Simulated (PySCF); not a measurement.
`CCN(C)N=C1CCCC1`: 4 charge schemes on one density

Compound: C₈H₁₆N₂.
Numbering: `[CH3:1][CH2:2][N:3]([CH3:4])[N:5]=[C:6]1[CH2:7][CH2:8][CH2:9][CH2:10]1` (hydrogens: H11, H12, H13 on C1; H14, H15 on C2; H16, H17, H18 on C4; H19, H20 on C7; H21, H22 on C8; H23, H24 on C9; H25, H26 on C10)

Geometry (GFN2-xTB, Å), atoms numbered from 1 in this order:
```
atom  x, y, z in Å
C1     3.3931    0.6025    0.2787
C2     2.6389    0.1073   -0.9571
N3     1.3560   -0.4987   -0.6640
C4     1.3920   -1.7160    0.1203
N5     0.3735    0.4074   -0.6123
C6    -0.8033    0.3093   -0.1637
C7    -1.5734   -0.8065    0.5222
C8    -2.8831   -0.1487    0.9592
C9    -3.1239    0.9235   -0.1012
C10   -1.7283    1.4939   -0.3374
H11    3.6702   -0.2276    0.9243
H12    2.7678    1.2921    0.8409
H13    4.2996    1.1208   -0.0226
H14    3.2473   -0.6266   -1.4950
H15    2.4355    0.9495   -1.6202
H16    0.4917   -2.2990   -0.0595
H17    2.2500   -2.3006   -0.2090
H18    1.4882   -1.5272    1.1966
H19   -1.0360   -1.2395    1.3654
H20   -1.7798   -1.6021   -0.2003
H21   -3.7044   -0.8615    1.0336
H22   -2.7520    0.3260    1.9336
H23   -3.8385    1.6791    0.2233
H24   -3.5008    0.4623   -1.0162
H25   -1.4950    2.2480    0.4193
H26   -1.6063    1.9552   -1.3157
```

Density: PBE0/pcSseg-1 (PySCF); schemes: Mulliken, IAO, Hirshfeld and ESP-fitted. One conformer (not necessarily the lowest) at the GFN2-xTB geometry, without solvent, vibrations or thermal averaging.

Atoms with like bonding are taken together and averaged. At which atom do the 4 schemes differ most?

At C6: from -0.027 (Mulliken) to +0.555 e (ESP-fitted), 0.582 e apart.

Do the Mulliken, IAO, Hirshfeld and ESP-fitted schemes agree on where the charge is lowest?

The schemes don't all agree: Mulliken N3 (-0.472); IAO C1 (-0.438); Hirshfeld C1 (-0.127); ESP-fitted N5 (-0.550).

For which atoms does the sign change between the 4 schemes (beyond +0.03 e in one, beyond −0.03 e in another)?

C2 and C9. Atomic charges aren't observables, and each scheme defines them in its own way.

What partial charge does each atom carry?

In e; atoms taken as equivalent share a row and are averaged (×n: the atom named and its like, n in all):

```json
{"atom": "C1", "environment": "methyl carbon", "Mulliken": "-0.292", "IAO": "-0.438", "Hirshfeld": "-0.127", "ESP-fitted": "-0.177"}
{"atom": "C2", "environment": "sp3 carbon bound to nitrogen", "Mulliken": "-0.017", "IAO": "-0.140", "Hirshfeld": "-0.027", "ESP-fitted": "+0.184"}
{"atom": "N3", "environment": "nitrogen bonded to 2 C and N", "Mulliken": "-0.472", "IAO": "-0.099", "Hirshfeld": "-0.023", "ESP-fitted": "-0.081"}
{"atom": "C4", "environment": "N-methyl carbon", "Mulliken": "-0.079", "IAO": "-0.325", "Hirshfeld": "-0.071", "ESP-fitted": "-0.301"}
{"atom": "N5", "environment": "C=N nitrogen", "Mulliken": "-0.246", "IAO": "-0.201", "Hirshfeld": "-0.108", "ESP-fitted": "-0.550"}
{"atom": "C6", "environment": "C=N carbon", "Mulliken": "-0.027", "IAO": "+0.067", "Hirshfeld": "+0.042", "ESP-fitted": "+0.555"}
{"atom": "C7", "environment": "ring CH2 carbon", "Mulliken": "-0.206", "IAO": "-0.304", "Hirshfeld": "-0.081", "ESP-fitted": "-0.091"}
{"atom": "C8", "environment": "ring CH2 carbon", "Mulliken": "-0.207", "IAO": "-0.255", "Hirshfeld": "-0.069", "ESP-fitted": "-0.257"}
{"atom": "C9", "environment": "ring CH2 carbon", "Mulliken": "-0.228", "IAO": "-0.261", "Hirshfeld": "-0.072", "ESP-fitted": "+0.060"}
{"atom": "C10", "environment": "ring CH2 carbon", "Mulliken": "-0.148", "IAO": "-0.271", "Hirshfeld": "-0.081", "ESP-fitted": "-0.405"}
{"atom": "H11/H12/H13", "environment": "methyl hydrogen", "Mulliken": "+0.112", "IAO": "+0.140", "Hirshfeld": "+0.038", "ESP-fitted": "+0.049"}
{"atom": "H14/H15", "environment": "methylene hydrogen", "Mulliken": "+0.115", "IAO": "+0.143", "Hirshfeld": "+0.038", "ESP-fitted": "+0.014"}
{"atom": "H16/H17/H18", "environment": "methyl hydrogen", "Mulliken": "+0.119", "IAO": "+0.140", "Hirshfeld": "+0.043", "ESP-fitted": "+0.120"}
{"atom": "H19/H20", "environment": "methylene hydrogen", "Mulliken": "+0.139", "IAO": "+0.140", "Hirshfeld": "+0.038", "ESP-fitted": "+0.054"}
{"atom": "H21/H22", "environment": "methylene hydrogen", "Mulliken": "+0.117", "IAO": "+0.133", "Hirshfeld": "+0.037", "ESP-fitted": "+0.077"}
{"atom": "H23/H24", "environment": "methylene hydrogen", "Mulliken": "+0.117", "IAO": "+0.132", "Hirshfeld": "+0.037", "ESP-fitted": "+0.025"}
{"atom": "H25/H26", "environment": "methylene hydrogen", "Mulliken": "+0.127", "IAO": "+0.144", "Hirshfeld": "+0.037", "ESP-fitted": "+0.108"}
```

Mean size of the charges over all atoms: IAO 0.176 e, Mulliken 0.148 e, ESP-fitted 0.143 e, Hirshfeld 0.051 e. Each set sums to the total charge, 0, to within 0.001 e. The IAO scheme counts the electrons in orthogonalised intrinsic atomic orbitals, a minimal basis polarised so that it spans the occupied orbitals exactly.

Some averages cover members that differ in this geometry: H16/H17/H18, ESP-fitted +0.096 to +0.140; H11/H12/H13, ESP-fitted +0.036 to +0.071; H16/H17/H18, Mulliken +0.105 to +0.137; H19/H20, ESP-fitted +0.038 to +0.070 e.

How closely do the schemes follow one another over all atoms?

Correlation coefficient and root-mean-square difference: IAO with Hirshfeld 0.98, 0.140 e; Mulliken with IAO 0.84, 0.104 e; Mulliken with Hirshfeld 0.84, 0.128 e; Hirshfeld with ESP-fitted 0.72, 0.170 e; IAO with ESP-fitted 0.61, 0.177 e; Mulliken with ESP-fitted 0.52, 0.189 e.

How many electrons does the Hirshfeld scheme count on C4?

Z − q = 6 − (-0.071) = 6.071.

Sum the charges by element.

```tsv
element	atoms	Mulliken	IAO	Hirshfeld	ESP-fitted
C	8	-1.203	-1.927	-0.486	-0.432
N	2	-0.718	-0.299	-0.131	-0.631
H	16	+1.922	+2.227	+0.617	+1.063
```
